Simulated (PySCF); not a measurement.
## Ionisation energy of P⁺ by level of theory

P⁺ [Ne] 3s2 3p2 (3P) → P²⁺ [Ne] 3s2 3p1 (2P), as a difference of total energies. All numbers are calculated (PySCF 2.14, the spin-free X2C one-electron Hamiltonian (Gaussian nucleus), in cc-pVDZ-DK). Correlated levels: valence: [Ne] frozen. The calculations carry no spin-orbit coupling.

| method | ionisation energy (eV) |
| --- | --- |
| UHF | 19.168 |
| PBE0 | 19.826 |
| r2SCAN | 19.945 |
| SCS-MP2 (valence) | 19.395 |
| CCSD(T) (valence) | 19.504 |

Task: Estimate what MP2 (valence) gives.

Result: 19.472 eV, closest to CCSD(T) (valence) among the rows shown.

Task: Estimate what CCSD (valence) gives.

Result: 19.495 eV, closest to CCSD(T) (valence) among the rows shown.

The reference lies between the lowest fine-structure levels, while these numbers refer to the centres of the terms.

Errors of the correlated levels include the incompleteness of this basis and the frozen core.

For comparison: 19.769 eV (semi-empirical (NIST evaluation); NIST Atomic Spectra Database, ionization energies).
